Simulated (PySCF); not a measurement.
SMILES [F][Ti-2]([F])([F])([F])([F])[F] (charge -2) (CAM-B3LYP/def2-SVP optimised geometry):

```
7

Ti     0.000     0.000     0.000
F      0.000    -1.860     0.001
F      0.000     1.860     0.000
F     -0.003    -0.001     1.860
F      1.860     0.000     0.000
F     -1.860     0.000     0.000
F      0.003     0.001    -1.860
```

Level of theory: CAM-B3LYP/def2-TZVPD run with PySCF 2.14.0.

### Question
What are the frontier orbital energies?

### Answer
HOMO-2 -1.67 eV, HOMO-1 -1.66 eV, HOMO -1.66 eV, LUMO 6.71 eV, LUMO+1 6.71 eV.

On the same geometry PBE/def2-TZVPD in PySCF gives HOMO-2 1.91 eV, HOMO-1 1.91 eV, HOMO 1.91 eV, LUMO 6.29 eV, LUMO+1 6.29 eV.

Meta-Löwdin charges at CAM-B3LYP/def2-TZVPD: Ti1 1.78, F2 -0.63, F3 -0.63, F4 -0.63, F5 -0.63, F6 -0.63, F7 -0.63.
